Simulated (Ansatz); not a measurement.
Cost and result up the ladder for WN(OH)3 (WNO3H3) (8 atoms). Charge 0, multiplicity 1. Geometry: r2SCAN-D4/def2-SVP.

Cartesian coordinates in Å:
```
W -0.014 0.015 -0.073
N 0.295 -0.317 1.540
O -1.585 1.084 -0.075
H -2.042 1.333 0.739
O -0.259 -1.679 -0.898
H -0.198 -2.508 -0.404
O 1.524 0.940 -0.700
H 2.279 1.132 -0.129
```

Ansatz on 4 threads of Arm Neoverse V2 on a shared host. Times are rough, and most runs start from the orbitals of an earlier one. No level here is sound enough to serve as a yardstick. Binding counts from free atoms at the same level (W quintet, N quartet, O triplet, H doublet; other spins of the atoms weren't run), without zero-point energy or a counterpoise term.

In the def2 sets W takes a core potential; there is no spin–orbit coupling. B3LYP takes the VWN-RPA correlation.

Run but left out: BHLYP-D4/def2-TZVP, PBE-QIDH/def2-TZVP (restricted singlet, unstable in another Hartree–Fock run and untested here); CCSD(T)/def2-TZVP (restricted singlet, unstable towards broken spin symmetry).

```json
{"level": "LDA (SPW92)/def2-TZVP", "functions": "182", "wall time": "0.85 s", "binding energy per atom (eV)": "5.31", "remarks": "restricted SCF unstable in HF"}
{"level": "B3LYP-D4/def2-TZVP", "functions": "182", "wall time": "2 s", "binding energy per atom (eV)": "4.41", "remarks": "restricted SCF unstable in HF"}
{"level": "B97M-V/def2-TZVP (with forces)", "functions": "182", "wall time": "6.5 s", "binding energy per atom (eV)": "4.42", "remarks": "restricted SCF unstable in HF"}
{"level": "ωB97M-V/def2-TZVP", "functions": "182", "wall time": "6.5 s", "binding energy per atom (eV)": "4.37", "remarks": "restricted SCF unstable in HF"}
```
